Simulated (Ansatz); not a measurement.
```xyz
5

S     0.2896   -1.6878    0.1941
In    0.1511    0.6395   -0.3286
H    -0.6762   -1.6437    1.1258
H    -1.0086    1.5423    0.5498
H     1.2440    1.1497   -1.5412
```

Charge 0, multiplicity 1. In: def2 effective core potential.

Task: List the PBE/def2-TZVPP orbital energies in eV (Ansatz 0.2.0). (An estimate is asked.)

Result: Ansatz gave: Occupied: -2395.58, -208.52, -154.65, -154.56, -154.47, -122.22, -79.97, -79.70, -79.65, -19.30, -19.10, -19.01, -18.96, -18.95, -17.27, -10.81, -9.54, -7.44, -7.01, -6.28. Lowest empty: -2.39, -1.21, -0.40, 0.41, 1.02, 1.65, 1.79, 2.05.
